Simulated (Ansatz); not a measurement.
A run for Ansatz (an electronic-structure program): R-CCSD(T)/cc-pV(T+d)Z on BCl2HO (SMILES OB(Cl)Cl), a point of a torsion scan. Files ending in .json are basis or fitting sets from the Basis Set Exchange.

Ansatz 0.2 input:
```yaml
crystal:
  periodic: [false, false, false]
  atoms:
    - {symbol: O, position_ang: [-0.88586740, -0.46011806, 0.22151834]}
    - {symbol: B, position_ang: [0.30058418, 0.10005246, 0.06083246]}
    - {symbol: Cl, position_ang: [1.54310396, -0.68006652, -0.87845626]}
    - {symbol: Cl, position_ang: [0.71841739, 1.55766176, 0.91420668]}
    - {symbol: H, position_ang: [-1.70787928, -0.43118660, -0.25219657]}
basis:
  gaussian:
    orbitals: cc-pV_T+d_Z.json
magnetization: {spin_polarized: false}
correlation: {method: ccsd_t, electrons: outside_noble_gas}
scf: {lower_state_search: off}
```

The head of its log:

```
WARN ansatz: RAYON_NUM_THREADS=1 ignored (pool sized by the plan → 1); use --threads N
Functional definition: HF
these checks for a lower state are left out or cut short: stability, starts, cluster_reference, orbital_swaps, neighbouring_geometries, increment
integrals: 0.37 GiB planned
923 factors; integrals over basis functions are off by at most 9.3e-4 eV
mean field: 0.41 GiB planned
mean field evaluation 1: about -27735.1511 eV, gradient 3.4e1 eV
mean field evaluation 2: about -27735.3482 eV, gradient 3.5e1 eV
mean field evaluation 4: about -27737.5962 eV, gradient 2.5e0 eV
mean field evaluation 8: about -27737.6271 eV, gradient 2.4e-1 eV
mean field -27737.62734307 eV, -1019.3390036187 hartree, gradient 2.5e-6 eV, S^2 0.000000; 0 other end points of the search recorded, 0 dependent functions left out
12 core orbitals not correlated
reference -27737.62734307 eV, -1019.3390036187 hartree; 12, 12 occupied and 128, 128 virtual orbitals, 923 factors
```

Q: Predict the final total energy.

A: -1020.1132 hartree (reference determinant -1019.3390, T1 diagnostic 0.011).
